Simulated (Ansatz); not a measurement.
```xyz
10

O     0.7013   -1.1365   -1.1750
Si    0.7207    0.0947   -0.0916
O     1.4578   -0.3958    1.2820
C    -1.0821    0.5758    0.2197
F    -1.7442    0.6143   -1.0161
H    -0.0247   -1.1343   -1.8028
H     1.5019    1.2580   -0.5665
H     1.2571   -1.2745    1.6082
H    -1.1915    1.5568    0.6920
H    -1.5963   -0.1585    0.8500
```

Total charge 0; spin multiplicity 1.

Q: List the PBE0/def2-TZVPP orbital energies in eV (Ansatz). (Estimate.)

A: Ansatz gave: Occupied: -1803.36, -673.82, -522.91, -522.81, -279.91, -145.55, -100.25, -100.22, -100.18, -33.42, -28.63, -28.07, -19.63, -16.22, -14.75, -13.96, -13.81, -13.58, -11.47, -11.14, -10.47, -10.11, -10.02, -9.59, -8.24. Lowest empty: 0.37, 0.80, 1.44, 2.29, 2.58, 3.02, 3.41, 3.48.
